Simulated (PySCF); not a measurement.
Predicted microwave data (PBE0/pcSseg-1 in PySCF (dipole) on a GFN2-xTB geometry, gas phase) for one isomer of C3H14OSi3:

| Item | Value |
| --- | --- |
| Rotational constants | A = 1261, B = 1012, C = 790.4 MHz |
| Dipole components | \|μa\| = 1.01 D, \|μb\| = 0.03 D, \|μc\| = 1.77 D |
| Inertial defect | -260.83 u·Å² |
| κ | -0.06 |

Problem. Which structure is it? (One computed conformer of each.)
A. `[CH3:1][SiH2:2][O:3][Si@@H:4]([CH3:5])[CH2:6][SiH3:7]` with C1–Si2–O3–Si4 -60°, Si2–O3–Si4–C5 -76°, O3–Si4–C6–Si7 180°
B. `[CH3:1][O:2][CH2:3][Si:4]([CH3:5])([SiH3:6])[SiH3:7]` with C1–O2–C3–Si4 -179°, O2–C3–Si4–C5 180°
C. `[CH3:1][CH2:2][O:3][C:4]([SiH3:5])([SiH3:6])[SiH3:7]` with C1–C2–O3–C4 180°
D. `[CH3:1][Si:2]([CH3:3])([CH3:4])[O:5][SiH2:6][SiH3:7]` with Si2–O5–Si6–Si7 62°
E. `[CH3:1][O:2][Si@H:3]([CH3:4])[CH:5]([SiH3:6])[SiH3:7]` with C1–O2–Si3–C4 -51°, O2–Si3–C5–Si6 178°

Solution. B. It is COC[Si](C)([SiH3])[SiH3], an asymmetric top. The candidates at the same level (rigid rotor, commonest isotopes):

| SMILES | A (MHz) | B (MHz) | C (MHz) | μa (D) | μb (D) | μc (D) | Δ (u·Å²) | point group | rotor |
| --- | --- | --- | --- | --- | --- | --- | --- | --- | --- |
| C[Si](C)(C)O[SiH2][SiH3] | 2174 | 737.3 | 683.7 | 0.56 | 0.18 | 0.28 | -178.69 | C1 | near-prolate asymmetric top |
| CO[Si@H](C)C([SiH3])[SiH3] | 1878 | 930.7 | 744.5 | 1.47 | 0.60 | 0.22 | -133.38 | C1 | asymmetric top |
| COC[Si](C)([SiH3])[SiH3] | 1261 | 1012 | 790.4 | 1.01 | 0.03 | 1.77 | -260.83 | – | asymmetric top |
| CCOC([SiH3])([SiH3])[SiH3] | 1447 | 974.2 | 969.6 | 0.68 | 0.74 | 0.00 | -346.84 | Cs | near-prolate asymmetric top |
| C[SiH2]O[Si@@H](C)C[SiH3] | 2286 | 679.5 | 563.4 | 0.26 | 0.75 | 0.77 | -67.86 | C1 | asymmetric top |

`CCOC([SiH3])([SiH3])[SiH3]` has C 23 % too high; `C[Si](C)(C)O[SiH2][SiH3]` has A 72 % too high; `CO[Si@H](C)C([SiH3])[SiH3]` has A 49 % too high; `C[SiH2]O[Si@@H](C)C[SiH3]` has A 81 % too high. No structure here is proved a minimum.
